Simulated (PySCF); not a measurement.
AlI2, SMILES [I][Al][I], multiplicity 2. Geometry: B3LYP-D3(BJ)/def2-SVP. The multiplicity is an assumed one; other spin states were not compared. The isomer is the one that the SMILES or the coordinates give; other isomers of the formula were not compared. The def2 effective core potentials stand for the cores of I; spin–orbit coupling is left out.

Task: Give the equilibrium geometry at B3LYP-D3(BJ)/def2-SVP (PySCF confirms it by a frequency run) as a Z-matrix, and its point group. (The exact figures need the calculation; the answer reports its results.)

Result: point group C2v.
```
Al
I 1 2.5161
I 1 2.5161 2 120.14
```
Charge 0, spin multiplicity 2.
